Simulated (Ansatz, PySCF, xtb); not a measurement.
Gas-phase reaction R1 + 2 R2 + 3 R3 → 5 P1 + P2, each structure at its B3LYP-D3(BJ)/def2-SVP stationary point, reached from a drawn start (curvature not checked).
R1: CH4 (SMILES C), charge 0, multiplicity 1.
P1: H2 (SMILES [H][H]), charge 0, multiplicity 1.
R2, H2O (SMILES O) (charge 0, multiplicity 1):
```
atom   x (Å)    y (Å)    z (Å)
----  ------  -------  -------
O     0.0000   0.0000   0.4007
H     0.0000   0.7570  -0.2004
H     0.0000  -0.7570  -0.2004
```
R3, SiH4 (SMILES [SiH4]) (charge 0, multiplicity 1):
```xyz
5

Si     0.00000     0.00000     0.00000
H      0.86055     0.86055     0.86055
H     -0.86055    -0.86055     0.86055
H     -0.86055     0.86055    -0.86055
H      0.86055    -0.86055    -0.86055
```
P2: CH10O2Si3 (SMILES C[SiH](O[SiH3])O[SiH3]), charge 0, multiplicity 1.

P less R. No zero-point or thermal terms. One arrangement of each flexible species, with no search for the lowest.

The values were computed with Ansatz (a first-principles code); PySCF for the D3/D4 terms; xtb for the GFN methods. Each number belongs to the level named beside it.

**Question.** Estimate the reaction energy that HF/cc-pV(D+d)Z returns for this input.

**Answer.** -1.97 eV

**Question.** Predict the reaction energy from r2SCAN-D4/def2-TZVPP.

**Answer.** -3.22 eV

**Question.** Estimate the reaction energy that GFN2-xTB returns for this input.

**Answer.** -2.33 eV
